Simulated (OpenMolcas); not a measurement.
# Re V: effect of the active space

- Program: OpenMolcas 26.06
- Method: MS-CASPT2 or its RAS form, IPEA 0.25 Eh, imaginary shift 0.1 Eh
- Basis: ANO-RCC-VTZP
- Scalar Hamiltonian: DKH2, point nucleus
- Spin-orbit coupling: state interaction with AMFI integrals over the reference wave functions, term energies averaged over their components

A. 3 electrons in 5 orbitals (5d); 2S+1 = 4 even, 10 roots; 2S+1 = 2 even, 40 roots; closed shells correlated: 5s 5p; CASPT2 step of the order of 40 core-seconds
B. 9 electrons in 8 orbitals (RAS1 5p, at most 2 holes; RAS2 5d); 2S+1 = 4 even, 10 roots; 2S+1 = 2 even, 40 roots; closed shells correlated: 5s; CASPT2 step roughly 30 core-seconds
C. 3 electrons in 10 orbitals (5d 6d); 2S+1 = 4 even, 10 roots; 2S+1 = 2 even, 40 roots; closed shells correlated: 5s 5p; CASPT2 step of the order of 4 core-minutes

Energies in cm-1 above 5d3 4F 3/2, the measured ground level; measured values from the list in Brasseur, Gamrath and Quinet, At. Data Nucl. Data Tables 157, 101636 (2024).

```
            Level      A      B      C  Measured
       5d3 4F 3/2    0.0    0.0    0.0       0.0
       5d3 4F 5/2   4910   5120   4950      4853
       5d3 4F 7/2   9100   9440   9140      8973
5d3 4F 9/2 [65 %]  12140  12530  12200     11914
5d3 4P 1/2 [63 %]  14870  14950  14520     14325
       5d3 2G 7/2  19570  20110  19490     19013
5d3 2H 9/2 [55 %]  20670  21090  20640     19967
       5d3 4P 5/2  21550  22070  21560     20922
5d3 2P 1/2 [63 %]  24460  24730  23950     23669
      5d3 2H 11/2  28060  28550  28170     27077
    5d3 2D 5/2(1)  29850  30610  29800     28739
5d3 2G 9/2 [54 %]  31150  32010  31220          
5d3 2P 3/2 [53 %]  33660  34260  33260          
       5d3 2F 5/2  35900  36430  35920     34162
       5d3 2F 7/2  36180  36760  36170     34625
    5d3 2D 3/2(2)  54680  55010  54670          
    5d3 2D 5/2(2)  54720  55210  54820     52467
```

Deviations, from unrounded energies. A percentage is the sum of absolute deviations over the sum of measured energies, with the sign that they share, or ± where signs differ.

```
                        Against measurement  Levels     A     B     C
             mean absolute deviation (cm-1)      13   870  1300   820
      fine structure of the ground term (%)       3  +1.6  +5.3  +2.1
other terms of the ground configuration (%)      10  +4.0  +5.7  +3.7
```

C lies closest to measurement on these levels and B furthest from it. The largest miss of C in the table is 5d3 2D 5/2(2), by +2400 cm-1. The ranking rests on the paired levels alone, and a cruder setting can come out closer through cancelling errors.

The two smallest mean deviations differ by little beside CASPT2's spread within terms, so their order carries little weight.

Among A to C the level of the table that moves most is 5d3 2P 3/2 [53 %], by 1000 cm-1 (lowest in C, highest in B). Moves below CASPT2's spread within the term are not significant.

CASPT2 does not keep the components of a term degenerate, so their means are used; among the terms shown or strongly mixed into the levels shown the widest spread is 690 cm-1 (5d3 4F, B). Active for correlation alone: 5p; no level in the range computed is led by a configuration that opens it, so any true level of that kind is missing (holds for B). Active for correlation alone: 6d; no level in the range computed is led by a configuration that fills it, so any true level of that kind is missing (holds for C). The CASPT2 spread within a term exceeds the gap to the next term for 5d3 2H and 5d3 2D(1), so the order of their levels is uncertain (holds for C). Computed and measured levels are paired by configuration, term and J; levels that our copy of the source lacks, or whose pairing is in doubt (as where it misses far off the trend of its configuration), stay unpaired and out of the deviations. Only configurations of the active space appear. The table leaves out levels that lie high or whose names do not pair safely across all columns.

A share in square brackets marks a mixed level and gives the weight of the term that names it, the lowest over the columns. A number in round brackets counts repeated terms of one configuration in the order of the reference energies.
